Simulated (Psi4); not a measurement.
CH5N2 (SMILES NC=[NH2+]), charge +1, singlet, at a GFN2-xTB geometry; TPSS/def2-SVP (Psi4).

The Psi4 input:
```
memory 2 GB

molecule mol {
1 1
N     1.147973    0.200189    0.037003
C     0.000007   -0.404009    0.153975
N    -1.147979    0.124745   -0.160841
H     1.219546    1.147517   -0.316976
H     2.011570   -0.256763    0.296387
H     0.000026   -1.419647    0.541054
H    -1.219587    1.067368   -0.527158
H    -2.011559   -0.388961   -0.050290
}

set {
  basis def2-svp
  reference rks
  e_convergence 1e-4
}

energy('tpss')
print_variables()
```

### Question
Write the output that Psi4 gives for this input, abridged.

### Answer

```
   => Loading Basis Set <=

    Name: DEF2-SVP
    Role: ORBITAL
    Keyword: BASIS

         ---------------------------------------------------------
                                   SCF
               by Justin Turney, Rob Parrish, Andy Simmonett
                          and Daniel G. A. Smith
                              RKS Reference
         ---------------------------------------------------------

  ==> Geometry <==

    Molecular point group: c1
    Full point group: C1

    Geometry (in Angstrom), charge = 1, multiplicity = 1:

       Center              X                  Y                   Z               Mass
    ------------   -----------------  -----------------  -----------------  -----------------
         N            1.147973089904     0.203460135664     0.035756289220    14.003074004430
         C            0.000007089904    -0.400737864336     0.152728289220    12.000000000000
         N           -1.147978910096     0.128016135664    -0.162087710780    14.003074004430
         H            1.219546089904     1.150788135664    -0.318222710780     1.007825032230
         H            2.011570089904    -0.253491864336     0.295140289220     1.007825032230
         H            0.000026089904    -1.416375864336     0.539807289220     1.007825032230
         H           -1.219586910096     1.070639135664    -0.528404710780     1.007825032230
         H           -2.011558910096    -0.385689864336    -0.051536710780     1.007825032230

  Running in c1 symmetry.

  Rotational constants: A =      1.98624  B =      0.34779  C =      0.29597 [cm^-1]
  Rotational constants: A =  59546.11384  B =  10426.48087  C =   8872.85114 [MHz]
  Nuclear repulsion =   80.053966144599286

  Charge       = 1
  Multiplicity = 1
  Electrons    = 24
  Nalpha       = 12
  Nbeta        = 12

  ==> Algorithm <==

  SCF Algorithm Type is DF.
  DIIS enabled.
  MOM disabled.
  Fractional occupation disabled.
  Guess Type is SAD.
  Energy threshold   = 1.00e-04
  Density threshold  = 1.00e-06
  Integral threshold = 1.00e-12

  ==> Primary Basis <==

  Basis Set: DEF2-SVP
    Blend: DEF2-SVP
    Number of shells: 33
    Number of basis functions: 67
    Number of Cartesian functions: 70
    Spherical Harmonics?: true
    Max angular momentum: 2

  ==> DFT Potential <==

   => LibXC <=

    Version 7.1.2
    S. Lehtola, C. Steigemann, M. J. T. Oliveira, and M. A. L. Marques,  SoftwareX 7, 1–5 (2018) (10.1016/j.softx.2017.11.002)

   => Composite Functional: TPSS <=

    TPSS Meta-GGA XC Functional

    J. Tao, et al., Phys. Rev. Lett., 91, 146401, 2003

    Deriv               =              1
    GGA                 =           TRUE
    Meta                =           TRUE

    Exchange Hybrid     =          FALSE
    MP2 Hybrid          =          FALSE

   => Exchange Functionals <=

    1.0000   XC_MGGA_X_TPSS

   => Correlation Functionals <=

    1.0000   XC_MGGA_C_TPSS

   => LibXC Density Thresholds  <==

    XC_MGGA_C_TPSS:  1.00E-15
    XC_MGGA_X_TPSS:  1.00E-15

   => Molecular Quadrature <=

    Radial Scheme          =       TREUTLER
    Pruning Scheme         =           NONE
    Nuclear Scheme         =       TREUTLER

    Blocking Scheme        =         OCTREE
    BS radius alpha        =              1
    Pruning alpha          =              1
    Radial Points          =             75
    Spherical Points       =            302
    Total Points           =         172662
    Total Blocks           =           1342
    Max Points             =            256
    Max Functions          =             67
    Weights Tolerance      =       1.00E-15

   => Loading Basis Set <=

    Name: (DEF2-SVP AUX)
    Role: JKFIT
    Keyword: DF_BASIS_SCF

  ==> Integral Setup <==

  SCF_SUBTYPE=INCORE selected. In-core MEM_DF algorithm will be used.
  Using in-core AOs.

  ==> MemDFJK: Density-Fitted J/K Matrices <==

    J tasked:                   Yes
    K tasked:                    No
    wK tasked:                   No
    Algorithm:                 Core
    Schwarz Cutoff:           1E-12
    Mask sparsity (%):       0.0446
    Fitting Condition:        1E-10

   => Auxiliary Basis Set <=

  Basis Set: (DEF2-SVP AUX)
    Blend: DEF2-UNIVERSAL-JKFIT
    Number of shells: 105
    Number of basis functions: 319
    Number of Cartesian functions: 375
    Spherical Harmonics?: true
    Max angular momentum: 4

  Minimum eigenvalue in the overlap matrix is 5.8706250669E-03.
  Reciprocal condition number of the overlap matrix is 1.1072439333E-03.
    Using symmetric orthogonalization.

  ==> Pre-Iterations <==

  SCF Guess: Superposition of Atomic Densities via on-the-fly atomic UHF (no occupation information).

   -------------------------
    Irrep   Nso     Nmo
   -------------------------
     A         67      67
   -------------------------
    Total      67      67
   -------------------------

  ==> Iterations <==

                           Total Energy        Delta E     RMS |[F,P]|

   @DF-RKS iter SAD:  -150.30014512582255   -1.50300e+02   0.00000e+00
   @DF-RKS iter   1:  -150.07175562122123    2.28390e-01   1.08902e-02 ADIIS/DIIS
   @DF-RKS iter   2:  -149.88902118540253    1.82734e-01   1.41553e-02 ADIIS/DIIS
   @DF-RKS iter   3:  -150.29583345628600   -4.06812e-01   1.41142e-03 ADIIS/DIIS
   @DF-RKS iter   4:  -150.29960288447501   -3.76943e-03   5.95709e-04 ADIIS/DIIS
   @DF-RKS iter   5:  -150.30037867571133   -7.75791e-04   6.07825e-05 DIIS
   @DF-RKS iter   6:  -150.30038609885662   -7.42315e-06   7.99415e-06 DIIS
   @DF-RKS iter   7:  -150.30038621797519   -1.19119e-07   1.21421e-06 DIIS
   @DF-RKS iter   8:  -150.30038622101083   -3.03564e-09   9.49847e-08 DIIS
  Energy and wave function converged.

  ==> Post-Iterations <==

   Electrons on quadrature grid:
      Ntotal   =   23.9999926148 ; deviation = -7.385e-06

    Orbital Energies [Eh]
    ---------------------

    Doubly Occupied:

[...]
    Virtual:

[...]
      67A      3.443948

    Final Occupation by Irrep:
              A
    DOCC [    12 ]
    NA   [    12 ]
    NB   [    12 ]

  @DF-RKS Final Energy:  -150.30038622101083

   => Energetics <=

    Nuclear Repulsion Energy =             80.0539661445992863
    One-Electron Energy =                -354.2576727304465294
    Two-Electron Energy =                 144.7838519628891731
    DFT Exchange-Correlation Energy =     -20.8805315980527304
    Empirical Dispersion Energy =           0.0000000000000000
    VV10 Nonlocal Energy =                  0.0000000000000000
    Total Energy =                       -150.3003862210108252

Computation Completed

Properties will be evaluated at   0.000000,   0.000000,   0.000000 [a0]

Properties computed using the SCF density matrix

 Multipole Moments:

 ------------------------------------------------------------------------------------
     Multipole            Electronic (a.u.)      Nuclear  (a.u.)        Total (a.u.)
 ------------------------------------------------------------------------------------

 L = 1.  Multiply by 2.5417464519 to convert [e a0] to [Debye]
 Dipole X            :         -0.0000152           -0.0000033           -0.0000185
 Dipole Y            :         -0.0313888            0.1545350            0.1231462
 Dipole Z            :          0.0119610           -0.0588967           -0.0469357
 Magnitude           :                                                    0.1317875

 ------------------------------------------------------------------------------------

  Variable Map:
  ----------------------------------------------------------------------------
[...]
  Array Variable Map:
  ----------------------------------------------------------------------------
[...]
[...]
```
